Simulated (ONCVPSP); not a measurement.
An all-electron radial function and its pseudo partner (sulfur (S))

Columns: radius, all-electron u(r) and pseudo u(r) of the 3p shell (level -6.98 eV) of sulfur in the configuration [Ne] 3s2 3p4; PBEsol, scalar-relativistic, ONCV scheme, ONCVPSP 4.0.1.

```tsv
r (bohr)	all-electron	pseudo
0.060	-0.0792	0.0031
0.120	-0.2004	0.0124
0.180	-0.2886	0.0275
0.240	-0.3281	0.0477
0.300	-0.3230	0.0725
0.360	-0.2840	0.1014
0.420	-0.2212	0.1337
0.480	-0.1436	0.1692
0.540	-0.0582	0.2072
0.600	0.0299	0.2472
0.660	0.1170	0.2888
0.720	0.2006	0.3313
0.780	0.2788	0.3740
0.840	0.3509	0.4163
0.900	0.4163	0.4578
0.960	0.4748	0.4983
1.020	0.5265	0.5376
1.080	0.5715	0.5752
1.140	0.6099	0.6105
1.200	0.6421	0.6421
1.260	0.6684	0.6684
1.320	0.6894	0.6894
1.380	0.7055	0.7055
1.440	0.7170	0.7170
1.500	0.7246	0.7246
1.560	0.7285	0.7286
```

Problem. How many radial nodes do the two functions have?

Solution. The all-electron 3p function has n − l − 1 = 1; the pseudo-wave has 0, since the states of the same l below it are removed with the core.

Problem. At about which radius was the pseudo-wave matched?

Solution. 1.20 bohr, where the columns begin to agree (steps of 0.06 bohr).

Problem. Is the pseudo-wave norm-conserving?

Solution. Yes: the ONCV scheme keeps the norm inside the radius equal to the all-electron one, which fixes the energy derivative of the logarithmic derivative at the level.
